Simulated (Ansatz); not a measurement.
Calculated with Ansatz (gas phase, PBE0-D4/def2-TZVP geometries, no zero-point term in ΔE). CBS: MP2 limit from def2 TZ/QZ plus the TZ coupled-cluster correction, frozen cores. DFT in def2-TZVPP. B3LYP here is the variant with VWN-RPA as its local correlation; programs differ in this. def2 core potentials past Kr. For Sn outer-core shells are correlated without core-valence functions, which leaves a few kJ/mol of doubt a bond. Each species was taken in one conformer, which may not be the lowest.

Consider the redistribution: `C[Si](N)(N)[SiH3]` + `[CH3][SnH2][AlH2]` → `N[Si](N)([AlH2])[SiH3]` + `[CH3][SnH2][CH3]`.

| level | ΔE (kJ/mol) | difference from CCSD(T)/CBS |
| --- | --- | --- |
| PBE-D4 | 67.6 | -5.1 |
| r2SCAN-D4 | 76.2 | 3.5 |
| PBE0-D4 | 72.9 | 0.2 |
| B3LYP-D4 | 74.0 | 1.3 |
| ωB97X-V | 73.6 | 0.9 |
| ωB97M-V | 79.1 | 6.4 |
| B2PLYP | 75.2 | 2.5 |
| PBE | 67.7 | -5.0 |
| r2SCAN | 76.2 | 3.5 |
| PBE0 | 73.1 | 0.4 |
| B3LYP | 74.5 | 1.8 |
| HF/def2-TZVPP | 82.4 | 9.7 |
| MP2/def2-TZVPP | 76.0 | 3.3 |
| SCS-MP2/def2-TZVPP | 74.3 | 1.6 |
| CCSD/def2-TZVPP | 74.6 | 1.9 |
| CCSD(T)/def2-TZVPP | 72.3 | -0.4 |
| HF/def2-QZVPP | 81.7 | 9.0 |
| MP2/def2-QZVPP | 76.0 | 3.3 |
| SCS-MP2/def2-QZVPP | 74.3 | 1.6 |
| HF/CBS(def2) | 81.6 | 8.9 |
| MP2/CBS(def2) | 76.4 | 3.7 |
| CCSD/CBS(def2) | 75.0 | 2.3 |
| CCSD(T)/CBS | 72.7 | 0 |

Largest T1 diagnostic among the species: 0.013.

In def2-TZVPP, CCSD(T) changes the Hartree–Fock value by −10.2 kJ/mol (the triples alone add −2.3 kJ/mol) and MP2 by −6.5 kJ/mol. From PBE to PBE0 (25 % exact exchange), in def2-TZVPP and without D4, ΔE moves by +5.4 kJ/mol.
